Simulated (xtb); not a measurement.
HO$_{3}$W, charge +1, singlet, at a GFN2-xTB geometry (such geometries of metal compounds can be far from the true shape) (the multiplicity is a formal guess); GFN2-xTB in xtb 6.7.1.

Here is a job for xtb.
```
$ xtb mol.xyz --gfn 2 --chrg 1 --hess --json

# file mol.xyz
5

W      0.07411234     0.07037078     0.09921266
O      1.38118594    -0.66393660    -0.77806048
O     -0.75217380    -1.07680724     1.10841565
O     -1.09851550     0.92101233    -1.04070746
H     -1.72828650     1.35041410    -1.65891868
```

Output, abridged:

```
   ID    Z sym.   atoms
    1   74 W      1
    2    8 O      2-4
    3    1 H      5

           -------------------------------------------------
          |                Calculation Setup                |
           -------------------------------------------------

           -------------------------------------------------
          |                 G F N 2 - x T B                 |
           -------------------------------------------------

          ...................................................
          :                      SETUP                      :
          :.................................................:
          :  # basis functions                  23          :
          :  # atomic orbitals                  22          :
          :  # shells                           10          :
          :  # electrons                        24          :
          :  max. iterations                   250          :
          :  Hamiltonian                  GFN2-xTB          :
          :  restarted?                      false          :
          :  GBSA solvation                  false          :
          :  PC potential                    false          :
          :  electronic temp.          300.0000000     K    :
          :  accuracy                    1.0000000          :
          :  -> integral cutoff          0.2500000E+02      :
          :  -> integral neglect         0.1000000E-07      :
          :  -> SCF convergence          0.1000000E-05 Eh   :
          :  -> wf. convergence          0.1000000E-03 e    :
          :  Broyden damping             0.4000000          :
          :  net charge                          1          :
          :  unpaired electrons                  0          :
          ...................................................

 iter      E             dE          RMSdq      gap      omega  full diag
   1      3.6027831  0.360278E+01  0.383E+01    0.33       0.0  T
   2     -6.8497362 -0.104525E+02  0.346E+01   16.87       1.0  T
   3    -10.2037166 -0.335398E+01  0.287E+01   13.88       1.0  T
   4    -11.0344313 -0.830715E+00  0.261E+01   11.27       1.0  T
   5    -11.3493411 -0.314910E+00  0.235E+01    9.36       1.0  T
   6    -12.8524135 -0.150307E+01  0.167E+01    3.58       1.0  T
   7    -13.2347826 -0.382369E+00  0.213E+01    1.23       1.0  T
   8     -9.9420269  0.329276E+01  0.220E+01   10.68       1.0  T
   9      8.7056417  0.186477E+02  0.101E+02    0.74       1.0  T
  10      7.8072087 -0.898433E+00  0.101E+02    0.49       1.0  T
  11     10.4950961  0.268789E+01  0.919E+01    1.07       1.0  T
  12      9.2410351 -0.125406E+01  0.932E+01    0.78       1.0  T
  13      5.5378945 -0.370314E+01  0.999E+01    0.16       1.0  T
  14      5.5826860  0.447915E-01  0.994E+01    0.17       1.0  T
  15      4.9717971 -0.610889E+00  0.100E+02    0.11       1.0  T
  16      4.8841145 -0.876826E-01  0.996E+01    0.11       1.0  T
  17      3.9091069 -0.975008E+00  0.988E+01    0.08       1.0  T
  18      3.7261037 -0.183003E+00  0.977E+01    0.13       1.0  T
  19     -6.1045777 -0.983068E+01  0.595E+01    0.41       1.0  T
  20     -7.3305255 -0.122595E+01  0.475E+01    0.26       1.0  T
  21     -9.3012886 -0.197076E+01  0.369E+01    0.33       1.0  T
  22     -7.1266570  0.217463E+01  0.440E+01    0.44       1.0  T
  23     -6.8564928  0.270164E+00  0.448E+01    0.44       1.0  T
  24     -6.0907449  0.765748E+00  0.468E+01    0.41       1.0  T
  25     -5.8117038  0.279041E+00  0.483E+01    0.39       1.0  T
  26     -7.9407636 -0.212906E+01  0.409E+01    0.39       1.0  T
  27    -11.3832205 -0.344246E+01  0.308E+01    0.36       1.0  T
  28    -14.2000860 -0.281687E+01  0.203E+01    2.01       1.0  T
  29     -5.8186930  0.838139E+01  0.911E+01    0.22       1.0  T
  30      5.0072388  0.108259E+02  0.101E+02    0.13       1.0  T
  31      2.1989005 -0.280834E+01  0.102E+02    0.21       1.0  T
  32      3.1383642  0.939464E+00  0.103E+02    0.13       1.0  T
  33      3.1371942 -0.116993E-02  0.102E+02    0.14       1.0  T
  34      3.2881368  0.150943E+00  0.100E+02    0.16       1.0  T
  35      3.2208520 -0.672848E-01  0.101E+02    0.15       1.0  T
  36      3.2091198 -0.117321E-01  0.102E+02    0.14       1.0  T
  37      1.0994911 -0.210963E+01  0.863E+01    0.47       1.0  T
  38     -1.7831844 -0.288268E+01  0.730E+01    0.72       1.0  T
  39     -0.8156891  0.967495E+00  0.735E+01    0.67       1.0  T
  40     -2.6577528 -0.184206E+01  0.617E+01    0.84       1.0  T
  41    -12.3920354 -0.973428E+01  0.239E+01    0.04       1.0  T
  42     -3.6345222  0.875751E+01  0.729E+01    0.58       1.0  T
  43    -14.0029428 -0.103684E+02  0.278E+01    2.75       1.0  T
  44    -14.5019538 -0.499011E+00  0.141E+01    0.92       1.0  T
  45    -14.0821837  0.419770E+00  0.231E+01    3.25       1.0  T
  46    -13.8551485  0.227035E+00  0.201E+01    3.93       1.0  T
  47    -13.5002409  0.354908E+00  0.296E+01    5.32       1.0  T
  48    -13.7044808 -0.204240E+00  0.265E+01    4.50       1.0  T
  49    -14.1718110 -0.467330E+00  0.185E+01    3.02       1.0  T
  50    -13.9619619  0.209849E+00  0.245E+01    0.16       1.0  T
  51     -9.0107309  0.495123E+01  0.623E+01    0.22       1.0  T
  52    -13.7906022 -0.477987E+01  0.236E+01    4.54       1.0  T
  53    -14.4446972 -0.654095E+00  0.931E+00    2.40       1.0  T
  54    -14.5650785 -0.120381E+00  0.108E+01    0.94       1.0  T
  55    -14.4944959  0.705826E-01  0.102E+01    0.89       1.0  T
  56    -14.3559934  0.138502E+00  0.163E+01    0.61       1.0  T
  57    -13.7957814  0.560212E+00  0.250E+01    0.21       1.0  T
  58    -12.8148365  0.980945E+00  0.355E+01    0.03       1.0  T
  59    -14.5979440 -0.178311E+01  0.578E+00    1.10       1.0  T
  60    -14.6417669 -0.438229E-01  0.546E+00    1.62       1.0  T
  61    -14.6538443 -0.120774E-01  0.505E+00    1.40       1.0  T
  62    -14.6555505 -0.170616E-02  0.499E+00    1.35       1.0  T
[...]
         :: total energy             -14.631820261445 Eh    ::
[...]
largest (>0.10) Wiberg bond orders for each atom

 ---------------------------------------------------------------------------
     #   Z sym  total        # sym  WBO       # sym  WBO       # sym  WBO
Molecule has the following symmetry elements: (sigma)
It seems to be the Cs point group
 ---------------------------------------------------------------------------
     1  74 W    5.300 --     2 O    1.976     3 O    1.976     4 O    1.302
     2   8 O    2.486 --     1 W    1.976     3 O    0.337     4 O    0.166
     3   8 O    2.486 --     1 W    1.976     2 O    0.337     4 O    0.166
     4   8 O    2.388 --     1 W    1.302     5 H    0.753     2 O    0.166
                             3 O    0.166
     5   1 H    0.812 --     4 O    0.753
 ---------------------------------------------------------------------------

Topologies differ in total number of bonds
Writing topology from bond orders to xtbtopo.mol

molecular dipole:
                 x           y           z       tot (Debye)
 q only:       -0.767       1.819      -0.469
   full:       -0.990       2.297      -0.617       6.549
molecular quadrupole (traceless):
                xx          xy          yy          xz          yz          zz
 q only:       -0.258      -2.963      -0.488       7.944      -1.739       0.747
  q+dip:       -0.137      -3.568      -0.673       8.695      -2.318       0.809
   full:       -0.212      -3.544      -0.597       8.891      -2.221       0.809

           -------------------------------------------------
          |               Frequency Printout                |
           -------------------------------------------------
 projected vibrational frequencies (cm⁻¹)
eigval :       -0.00    -0.00    -0.00     0.00     0.00     0.00
eigval :      131.47   162.97   223.98   458.36   475.43   608.41
eigval :      664.56   695.49  3313.87
 reduced masses (amu)
   1: 18.76   2: 97.36   3:100.10   4:111.17   5:134.29   6: 39.25   7: 46.21   8: 25.37
   9: 29.77  10:  6.04  11: 27.51  12:  4.08  13: 32.67  14: 24.13  15:  1.84
 IR intensities (km·mol⁻¹)
   1: 19.55   2:  3.63   3:  8.95   4:  4.53   5:  2.05   6:  7.47   7: 32.29   8:  0.81
   9: 35.21  10:214.94  11: 29.61  12:212.81  13:  2.08  14: 13.05  15:196.68
 Raman intensities (Ä⁴*amu⁻¹)
   1:  0.00   2:  0.00   3:  0.00   4:  0.00   5:  0.00   6:  0.00   7:  0.00   8:  0.00
   9:  0.00  10:  0.00  11:  0.00  12:  0.00  13:  0.00  14:  0.00  15:  0.00
 output can be read by thermo (or use thermo option).
 writing <g98.out> molden fake output.
 recommended (thermochemical) frequency scaling factor: 1.0
           -------------------------------------------------
          |             Thermodynamic Functions             |
           -------------------------------------------------

cs  symmetry found (for desy threshold:  0.10E+00) used in thermo

          ...................................................
          :                      SETUP                      :
          :.................................................:
          :  # frequencies                           9      :
          :  # imaginary freq.                       0      :
          :  linear?                             false      :
          :  only rotor calc.                    false      :
          :  symmetry                               cs      :
          :  rotational number                       1      :
          :  scaling factor                  1.0000000      :
          :  rotor cutoff                   50.0000000 cm⁻¹ :
          :  imag. cutoff                  -20.0000000 cm⁻¹ :
          :.................................................:

    mode    ω/cm⁻¹     T·S(HO)/kcal·mol⁻¹    T·S(FR)/kcal·mol⁻¹   T·S(vib)
   ------------------------------------------------------------------------
       1    131.47    -0.87194 ( 97.95%)    -0.76980 (  2.05%)    -0.86984
       2    162.97    -0.74986 ( 99.12%)    -0.70623 (  0.88%)    -0.74947
       3    223.98    -0.57444 ( 99.75%)    -0.61211 (  0.25%)    -0.57453
   ------------------------------------------------------------------------

   temp. (K)  partition function   enthalpy   heat capacity  entropy
                                   cal/mol     cal/K/mol   cal/K/mol   J/K/mol
 298.15  VIB   8.43                 1706.024     10.983      9.950
         ROT  0.765E+05              888.752      2.981     25.329
         INT  0.645E+06             2594.776     13.964     35.279
         TR   0.344E+28             1481.254      4.968     42.218
         TOT                        4076.0300    18.9322    77.4970   324.2475

       T/K    H(0)-H(T)+PV         H(T)/Eh          T*S/Eh         G(T)/Eh
   ------------------------------------------------------------------------
    298.15    0.649557E-02    0.218380E-01    0.368213E-01   -0.149834E-01
   ------------------------------------------------------------------------

         :::::::::::::::::::::::::::::::::::::::::::::::::::::
         ::                  THERMODYNAMIC                  ::
         :::::::::::::::::::::::::::::::::::::::::::::::::::::
         :: total free energy         -14.646803633690 Eh   ::
         ::.................................................::
         :: total energy              -14.631820261696 Eh   ::
         :: zero point energy           0.015342393518 Eh   ::
         :: G(RRHO) w/o ZPVE           -0.030325765511 Eh   ::
         :: G(RRHO) contrib.           -0.014983371994 Eh   ::
         :::::::::::::::::::::::::::::::::::::::::::::::::::::

           -------------------------------------------------
          | TOTAL ENERGY              -14.631820261696 Eh   |
          | TOTAL ENTHALPY            -14.609982300988 Eh   |
          | TOTAL FREE ENERGY         -14.646803633690 Eh   |
          | GRADIENT NORM               0.000062189736 Eh/α |
          | HOMO-LUMO GAP               1.918842002676 eV   |
           -------------------------------------------------

normal termination of xtb
```
